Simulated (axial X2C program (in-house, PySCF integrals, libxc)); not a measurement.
SnAs: cheaper levels and CCSD(T), 2c

Computed with an in-house relativistic program for diatomic molecules. Two-component (2c) means X2C with spin–orbit coupling and atomic mean-field two-electron Coulomb and Gaunt terms. Basis: Sn dyall-cv3z [11s12p9d4f1g], As dyall-cv3z [9s9p6d4f1g] (cores contracted in-house); Gaussian nuclei, density fitting, unrestricted open shells. Masses: Sn 119.902 u, As 74.922 u.

State: Ω = 3/2 (⟨Sz⟩ = 0.50, ⟨Lz⟩ = 1.00 at HF); fragments Sn + As.

```tsv
level	Re (Å)	ωe (cm⁻¹)
HF	2.575	201.5
CCSD	2.452	267.7
PBEsol	2.443	278.9
```

Correlated methods: 9 electrons correlated (number of frozen shells: Sn 4 s, 3 p, 2 d; As 3 s, 2 p, 1 d), 293 virtual spin orbitals or spinors in MP2, 90 natural virtuals in coupled cluster.

CCSD(T), same Hamiltonian and basis:

Re = 2.452 Å, ωe = 276.7 cm⁻¹; T1 = 0.079 (Lee–Taylor normalisation).

**Question.** Give the differences from CCSD(T) in the columns below.

**Answer.** 

```
 level  ΔRe (Å)  Δωe (cm⁻¹)
    HF    0.123       -75.2
  CCSD    0.000        -9.0
PBEsol   -0.009         2.2
```

The state is a single determinant with fixed occupations, the lowest that a limited PBE0 search found. De is not given where an atomic determinant may have missed its ground term or J level, or where the truncated virtual space spoils (T). Density functionals use the spin component along the axis (collinear). Coupled cluster ran in a truncated set of natural virtual spinors; the MP2 energy of the rest was added. (T) has no such correction and the atoms are truncated less, which lowers De at CCSD(T) by a hundredth of an eV or more. Other states lie close and PBE0, whose exact exchange favours high spin, may order them wrongly; the determinant shown need not be the ground state. The nearest other 2c determinant of the search, Ω = 1/2, lies 0.21 eV up at the distance of the search. The functionals have no current-density term, which raises determinants with orbital currents, atoms included. At some level and bond length an empty orbital lies below a filled one. The determinant is spin-polarised beyond a pure state at some levels (its spin-free form has ⟨S²⟩ too high), which makes Re and μ there less reliable. The T1 diagnostic is large, a sign of multireference character. The stretched end of a curve changes character and is left out. With the outer-core shells frozen, correlated bond lengths of heavy atoms tend to come out a few hundredths of an ångström too long.
